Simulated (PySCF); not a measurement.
In(F)2(Me) (CH3F2In), SMILES [CH3][In]([F])[F].

Geometry optimised at B3LYP-D3(BJ)/def2-SVP. The def2 effective core potentials stand for the cores of In; spin–orbit coupling is left out.

The numbers are results of PySCF with TDDFT-M06-2X/def2-SVPD, not measurements.

Vertical excitations. 

Computed UV-visible absorptions:
```
state  energy (eV)  λ (nm)      f                            main pairs
-----  -----------  ------  -----  ------------------------------------
S1            6.65     186  0.038                      HOMO→LUMO+1 97 %
S2            6.77     183  0.368                        HOMO→LUMO 89 %
S3            7.34     169  0.021                      HOMO−1→LUMO 75 %
S4            7.37     168  0.000                      HOMO−2→LUMO 85 %
S5            7.71     161  0.041                      HOMO−3→LUMO 83 %
S6            7.80     159  0.025                      HOMO−4→LUMO 76 %
S7            7.87     158  0.000                    HOMO−1→LUMO+1 97 %
S8            7.99     155  0.026  HOMO−2→LUMO+1 50 %, HOMO−5→LUMO 37 %
S9            8.39     148  0.007                    HOMO−4→LUMO+1 95 %
S10           8.49     146  0.000                    HOMO−5→LUMO+1 95 %
T1            5.34     232      0                        HOMO→LUMO 88 %
T2            6.16     201      0                      HOMO→LUMO+1 97 %
T3            6.86     181      0                      HOMO−1→LUMO 80 %
T4            7.05     176      0                      HOMO−2→LUMO 80 %
```
Triplets are in the Tamm–Dancoff approximation, which puts them higher than full response would, so one can lie above its singlet here.
